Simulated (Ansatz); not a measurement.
A barrier at the coupled-cluster level

Start structure (AlSiH₇O₂, closed shell), relaxed at PBE0-D4/def2-TZVP:

Al1  (-1.287, -0.335, 0.643)
O2  (-0.391, -1.329, 1.755)
H3  (-1.601, -0.941, -0.803)
H4  (-2.257, 0.760, 1.271)
H5  (0.954, 0.055, 0.889)
O6  (0.442, 0.530, 0.212)
Si7  (1.084, 0.658, -1.349)
H8  (-0.700, -1.528, 2.636)
H9  (0.074, 1.412, -2.115)
H10  (2.357, 1.407, -1.230)
H11  (1.325, -0.690, -1.909)
(Å)

The step: AlH₃O ([OH][AlH2]) + SiH₄O ([OH][SiH3]) → AlSiH₅O ([AlH2][O][SiH3]) + H₂O (still joined by a long Al–O bond); bonds formed: O2–H5; dative contacts that become bonds: Al1–O6; bonds broken: H5–O6; bonds weakened to dative contacts: Al1–O2. Program: Ansatz 0.2.0. Basis: def2-TZVPP and def2-QZVPP. Cores are frozen in the correlated methods. Extrapolation: Hartree–Fock as exp(−7.88 √X), correlation as X^−2.97. Energies below are by CCSD(T) at an estimated basis limit (MP2 extrapolated from triple and quadruple zeta, plus CCSD(T) − MP2 in triple zeta).

**Question.** What are the electronic barrier and the energy of the step, from the start structure to the end structure? (An estimate is asked for; the value comes from the calculation.)

**Answer.** Computed: Barrier 25.4 kJ/mol; step energy -29.5 kJ/mol (downhill); reverse barrier, their difference, 54.9 kJ/mol. Barrier and step energy count from the start structure, the reverse barrier from the end structure.

The saddle point: One imaginary mode of 858i cm⁻¹.
```csv
pair,start (Å),saddle (Å),end (Å)
Al1–O6,1.98,1.89,1.73
O2–H5,2.12,1.29,0.97
Al1–O2,1.74,1.84,2.00
H5–O6,0.97,1.16,2.37
```

Zero-point energy (harmonic, PBE0-D4): ZPE is 179.2 kJ/mol at the start and 170.9 kJ/mol at the saddle, so the barrier goes from 25.4 to 17.0 kJ/mol.

The T1 diagnostic stays at or below 0.012.

Labels in which every atom is bracketed show which atoms are joined, not bond orders.

For scale, one of the runs: CCSD(T)/def2-TZVPP, 244 basis functions, launched by `ansatz run in.yaml --threads 4 --pin off --events-out ev --progress --plain --max-ram 9574MiB`. Hardware: 4 CPU threads of an Arm Neoverse V1, shared host. Wall time 100 s; peak host memory 4.6 GiB.
